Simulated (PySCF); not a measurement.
Si(Cl)3(OMe) (CH₃Cl₃OSi), SMILES [Si](Cl)(Cl)(OC)Cl. Atoms are numbered in the order given.

```xyz
9

C     -2.3881    -1.1501     0.0000
O     -0.9740    -1.3197     0.0000
Si     0.1102    -0.0795     0.0000
Cl    -0.1374     1.1052    -1.6698
Cl     1.9740    -0.9205     0.0000
Cl    -0.1374     1.1052     1.6698
H     -2.8501    -2.1562     0.0000
H     -2.7288    -0.5993     0.9036
H     -2.7288    -0.5993    -0.9036
```

Coordinates come from a PBE-D3(BJ)/def2-SVP optimisation. One conformer was computed; it need not be the lowest.

The numbers are results of PBE/pcSseg-1 in PySCF, not measurements.

GIAO shieldings, no solvent; atoms listed in one row are averaged. δ = σ(ref) − σ: ¹³C against TMS (σ = 182.0 ppm); ¹⁷O against H2O (σ = 334.3 ppm); ²⁹Si against TMS (σ = 335.4 ppm); ³⁵Cl against HCl (σ = 936.5 ppm); ¹H against TMS (σ = 31.49 ppm), references at their B3LYP-D3(BJ)/def2-TZVP geometries, non-relativistic (without spin–orbit terms, shifts of atoms bonded to Cl or Br come out too high).

Computed chemical shifts:
```csv
nucleus,atoms,count,δ (ppm)
¹³C,C1,1,59.3
¹⁷O,O2,1,105.4
²⁹Si,Si3,1,-7.6
³⁵Cl,"Cl6, Cl4",2,168.7
³⁵Cl,Cl5,1,167.6
¹H,"H7, H8, H9",3,4.34
```
